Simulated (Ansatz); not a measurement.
Ansatz (a program for electronic structure) input (CCSD(T)/aug-cc-pVDZ):

Ansatz 0.2 input:
```yaml
crystal:
  periodic: [false, false, false]
  atoms:
    - {symbol: Ge, position_ang: [0.01086032, -0.00616844, 0.41757255]}
    - {symbol: F, position_ang: [0.63163470, 1.16043427, -0.74230093]}
    - {symbol: F, position_ang: [-0.67024917, -1.13850205, -0.74240146]}
basis:
  gaussian:
    orbitals: aug-cc-pVDZ
magnetization: {spin_polarized: false}
correlation: {method: ccsd_t, electrons: outside_noble_gas}
output: {forces: true}
```

End of the output:

```
mean field: 0.29 GiB planned
mean field evaluation 1: about -61884.3451 eV, gradient 4.0e1 eV
mean field evaluation 2: about -61884.3887 eV, gradient 4.0e1 eV
mean field evaluation 4: about -61887.3655 eV, gradient 1.7e0 eV
mean field evaluation 8: about -61887.3938 eV, gradient 1.6e-1 eV
mean field evaluation 16: about -61885.8871 eV, gradient 3.1e1 eV
mean field -61887.39399421 eV, -2274.3197805050 hartree, gradient 3.5e-6 eV, S^2 0.000000; 0 other end points of the search recorded, 0 dependent functions left out
16 core orbitals not correlated
reference -61887.39399421 eV, -2274.3197805050 hartree; 9, 9 occupied and 57, 57 virtual orbitals, 828 factors
densities: 0.25 GiB planned
second order -13.56575917 eV of doubles, -0.00000000 eV of singles
coupled cluster: 0.19 GiB planned
cycle   1  -13.28758495 eV  change    2.8e-1 eV  update   1.2e-1
cycle   2  -13.66685313 eV  change   -3.8e-1 eV  update   4.1e-2
cycle   3  -13.77463820 eV  change   -1.1e-1 eV  update   2.1e-2
cycle   4  -13.76763019 eV  change    7.0e-3 eV  update   4.6e-3
cycle   5  -13.76223771 eV  change    5.4e-3 eV  update   2.2e-3
cycle   6  -13.76347465 eV  change   -1.2e-3 eV  update   6.8e-4
cycle   7  -13.76362135 eV  change   -1.5e-4 eV  update   2.6e-4
cycle   8  -13.76343808 eV  change    1.8e-4 eV  update   8.1e-5
cycle   9  -13.76343757 eV  change    5.1e-7 eV  update   2.6e-5
cycle  10  -13.76346406 eV  change   -2.6e-5 eV  update   9.8e-6
cycle  11  -13.76345520 eV  change    8.9e-6 eV  update   3.5e-6
perturbative correction -0.37834325 eV, -0.0139038581 hartree
the calculation of the forces begins
Total energy: -61901.53579267 eV, -2274.8394820125 hartree
Atom 0 at     0.010860    -0.006168     0.417573 Å, force     0.012740    -0.007236     0.489857 eV/Å
Atom 1 at     0.631635     1.160434    -0.742301 Å, force     0.130893     0.246005    -0.244918 eV/Å
Atom 2 at    -0.670249    -1.138502    -0.742401 Å, force    -0.143633    -0.238769    -0.244939 eV/Å
Dipole moment:     0.014476    -0.008222     0.556598 e Å
```
